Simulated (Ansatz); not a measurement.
**Molecular dynamics of BClH$_{2}$O$_{2}$**

Input:

```yaml
crystal:
  periodic: [false, false, false]
  atoms:
    - { symbol: B, position_ang: [-0.013982, -0.16523, -0.005208] }
    - { symbol: O, position_ang: [0.022204, -0.076611, 1.354705] }
    - { symbol: H, position_ang: [-0.882869, -0.096126, 1.697138] }
    - { symbol: Cl, position_ang: [1.564303, 0.201002, -0.827449] }
    - { symbol: O, position_ang: [-1.092932, -0.365704, -0.833666] }
    - { symbol: H, position_ang: [-2.014028, -0.398402, -0.673793] }
basis:
  gaussian: { orbitals: def2-SVP }
hamiltonian:
  xc: pbe0
  dispersion: d4
md:
  timestep: 0.5
  n_steps: 166
  ensemble: nve
  temperature: 100.0
  initial_velocities: maxwell_boltzmann
  seed: 686933
```

Run as:

```bash
$ ansatz run input.yaml --threads 1 --pin off --max-ram 2048MiB --backend cpu --events-out ev --progress --plain --runs-dir out
```

It goes on from the last frame of an earlier run, with new velocities.

Output, in part (step lines, the closing report, with atoms numbered from 0):

```
md step     0: t =     0.00 fs  T =   100.0 K  F+E_penalty+E_count = -17312.54657725 eV  E_kin = 0.051704 eV  conserved = -17312.49487325 eV  (25 SCF iters)
md step     1: t =     0.50 fs  T =   122.0 K  F+E_penalty+E_count = -17312.55822518 eV  E_kin = 0.063084 eV  conserved = -17312.49514114 eV  (31 SCF iters)
md step     2: t =     1.00 fs  T =   141.7 K  F+E_penalty+E_count = -17312.56856498 eV  E_kin = 0.073277 eV  conserved = -17312.49528834 eV  (32 SCF iters)
md step     3: t =     1.50 fs  T =   154.7 K  F+E_penalty+E_count = -17312.57522880 eV  E_kin = 0.079979 eV  conserved = -17312.49525025 eV  (31 SCF iters)
md step     4: t =     2.00 fs  T =   161.7 K  F+E_penalty+E_count = -17312.57866579 eV  E_kin = 0.083585 eV  conserved = -17312.49508117 eV  (31 SCF iters)
md step     5: t =     2.50 fs  T =   167.3 K  F+E_penalty+E_count = -17312.58139302 eV  E_kin = 0.086504 eV  conserved = -17312.49488907 eV  (31 SCF iters)
md step     6: t =     3.00 fs  T =   177.1 K  F+E_penalty+E_count = -17312.58635759 eV  E_kin = 0.091590 eV  conserved = -17312.49476763 eV  (32 SCF iters)
md step     7: t =     3.50 fs  T =   194.7 K  F+E_penalty+E_count = -17312.59545291 eV  E_kin = 0.100690 eV  conserved = -17312.49476304 eV  (31 SCF iters)
[... lines left out ...]
Total energy: -17312.62381691 eV, -636.2271903535 hartree
Atom 0 at    -0.007806    -0.083530    -0.020281 Å, force     0.571599    -0.516499    -0.784083 eV/Å
Atom 1 at     0.017367    -0.088392     1.312172 Å, force     0.186723     0.439136     0.677111 eV/Å
Atom 2 at    -0.830820    -0.275227     1.702358 Å, force    -0.473403    -0.189756     0.350240 eV/Å
Atom 3 at     1.543497     0.192329    -0.816548 Å, force     0.153594     0.055469    -0.101730 eV/Å
Atom 4 at    -1.057192    -0.401318    -0.812701 Å, force     0.499004     0.091693    -0.500606 eV/Å
Atom 5 at    -1.891104    -0.038201    -0.558408 Å, force    -0.937517     0.119958     0.359067 eV/Å
Dipole moment:    -0.778127     0.053278     0.344965 e Å
```

The steps, from the saved trajectory:

```csv
time (fs),T (K),potential energy less start (eV),conserved less start (meV/atom)
0.0,100,0.000,0.00
2.5,167,-0.035,0.00
5.0,280,-0.093,-0.06
7.5,344,-0.126,0.01
10.0,390,-0.150,-0.08
12.5,330,-0.119,-0.02
15.0,268,-0.087,-0.05
17.5,178,-0.040,-0.04
20.0,127,-0.014,0.02
22.5,211,-0.058,-0.05
25.0,297,-0.102,0.00
27.5,361,-0.135,-0.06
30.0,336,-0.122,-0.04
32.5,267,-0.087,-0.01
35.0,227,-0.066,-0.06
37.5,199,-0.051,0.02
40.0,250,-0.078,-0.07
42.5,240,-0.073,-0.04
45.0,201,-0.052,0.00
47.5,197,-0.050,-0.05
50.0,173,-0.037,0.02
52.5,202,-0.053,-0.05
55.0,215,-0.060,-0.01
57.5,290,-0.098,-0.03
60.0,377,-0.143,-0.06
62.5,416,-0.163,-0.01
65.0,463,-0.188,-0.08
67.5,368,-0.139,0.00
70.0,231,-0.068,-0.03
72.5,115,-0.008,-0.01
75.0,82,0.010,0.01
77.5,146,-0.024,-0.07
80.0,185,-0.044,0.00
82.5,253,-0.079,-0.06
```

All steps were run. The conserved energy stayed within 0.093 meV per atom of its start (net change -0.031 meV per atom), so the integration is sound. The kinetic energy rose, since the run started high on the potential surface and went downhill. A run of 0.083 ps of so small a system gives no equilibrium averages.

The same pairs are bonded in the first frame and the last. Pairs count as bonded within 1.25 times the sum of covalent radii (0.12 Å more for H–H).

Last frame:

```xyz
6
Properties=species:S:1:pos:R:3
B -0.008 -0.084 -0.020
O 0.017 -0.088 1.312
H -0.831 -0.275 1.702
Cl 1.544 0.192 -0.817
O -1.057 -0.401 -0.813
H -1.891 -0.038 -0.558
```

Time of the run: 5.9 min on 1 thread of Arm Neoverse V1, on a shared host, peak memory 0.12 GiB.
